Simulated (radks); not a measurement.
Isoelectronic series with 8 electrons, all held in the configuration [He] 2s2 2p4, which need not be the ground one along the series. Calculated with a radial shooting solver on a logarithmic mesh with Libxc functionals: non-relativistic Kohn-Sham, PBEsol, spin-polarised, spherical densities, point nucleus; open shells are filled with parallel spins first. Total energies (hartree) and mean radii <r> (bohr):

ion    E (hartree)  2p down   2p up
O        -74.74918    1.336   1.230
F+       -98.71760    1.012  0.9669
Ne2+    -126.20458   0.8278  0.8020
Mg4+    -191.70692   0.6139  0.6017
Al5+    -229.71639   0.5448  0.5356
Si6+    -271.22934   0.4901  0.4829
P7+     -316.24492   0.4455  0.4397
S8+     -364.76253   0.4085  0.4037
Cl9+    -416.78172   0.3772  0.3732
Ar10+   -472.30218   0.3505  0.3471
K11+    -531.32369   0.3273  0.3244
Ca12+   -593.84606   0.3070  0.3045
Sc13+   -659.86914   0.2891  0.2869
